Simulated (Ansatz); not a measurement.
# Abstraction of H: GaH(SH)2 + C2H5Te → Ga(SH)2 + C2H6Te

Species: GaH(SH)2, singlet; C2H5Te `CC[Te]`, doublet; Ga(SH)2, doublet; C2H6Te `CC[TeH]`, singlet. A radical takes H: the energy is the difference in strength between the Ga–H bond broken and the Te–H bond made.

Shapes, held fixed at every level: PBE0-D4/def2-TZVP. Flexible molecules stand in one conformer, not always the lowest. Programs: Ansatz 0.2.0. Electronic energies: no zero-point or thermal term.

| level | kind | ΔE (kJ/mol) | less CCSD(T)/def2-TZVPP | CPU time (sum over the molecules) |
| --- | --- | --- | --- | --- |
| PBE-D4/def2-TZVPP | GGA | +24.9 | -18.6 | 66 s |
| r2SCAN-D4/def2-TZVPP | meta-GGA | +34.7 | -8.8 | 2.6 min |
| B3LYP-D4/def2-TZVPP | global hybrid | +33.4 | -10.1 | 1.7 min |
| PBE0-D4/def2-TZVPP | global hybrid | +34.4 | -9.1 | 61 s |
| wB97M-V/def2-TZVPP | range-separated hybrid | +44.8 | +1.3 | 3.9 min |
| wB97X-V/def2-TZVPP | range-separated hybrid | +47.9 | +4.4 | 2.8 min |
| CCSD(T)/def2-TZVPP | coupled cluster or CI | +43.5 | 0.0 | 19 min |

The highest level, CCSD(T)/def2-TZVPP, gives ΔE = +43.5 kJ/mol; the levels span +24.9 to +47.9. The column of differences is taken from that level and isn't an error. No measured value is set beside it here. Open shells run unrestricted. For atoms past krypton def2 sets carry core potentials with scalar relativity. Relativity is left out for Ga. Outer-core shells of Ga, Te are correlated, in sets that cover them unevenly. Times are processor times on shared x86 and Arm servers, and rough.
